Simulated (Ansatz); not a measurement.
One change: `Cl/C=C/CCl` becomes `[SiH3]/C=C/Cl`.

Ansatz, PBE0-D4/def2-TZVP geometries, multiplicity 1. Each molecule was computed in one conformer, which needn't be the lowest.

```tsv
property	`Cl/C=C/CCl`
LUMO energy (PBE0/def2-TZVPP) / eV	-0.76
HOMO–LUMO gap (PBE0/def2-TZVPP) / eV	6.84
size of the dipole moment (ωB97M-V/def2-TZVPP) / D	1.70
HOMO–LUMO gap (B3LYP/def2-TZVPP) / eV	6.39
HOMO energy (B3LYP/def2-TZVPP) / eV	-7.37
HOMO–LUMO gap (PBE/def2-TZVPP) / eV	4.70
```

**Question.** What does the change do to each property? (Best estimate.)

**Answer.** The calculation gave: 
```json
{"property": "LUMO energy (PBE0/def2-TZVPP) / eV", "`[SiH3]/C=C/Cl`": "-0.77", "shift": "-0.01"}
{"property": "HOMO–LUMO gap (PBE0/def2-TZVPP) / eV", "`[SiH3]/C=C/Cl`": "6.91", "shift": "0.07"}
{"property": "size of the dipole moment (ωB97M-V/def2-TZVPP) / D", "`[SiH3]/C=C/Cl`": "0.74", "shift": "-0.96"}
{"property": "HOMO–LUMO gap (B3LYP/def2-TZVPP) / eV", "`[SiH3]/C=C/Cl`": "6.47", "shift": "0.08"}
{"property": "HOMO energy (B3LYP/def2-TZVPP) / eV", "`[SiH3]/C=C/Cl`": "-7.44", "shift": "-0.07"}
{"property": "HOMO–LUMO gap (PBE/def2-TZVPP) / eV", "`[SiH3]/C=C/Cl`": "4.80", "shift": "0.10"}
```

Dipoles are sizes alone; their direction can turn.

B3LYP here is the variant with VWN-RPA as its local correlation; programs differ in this.
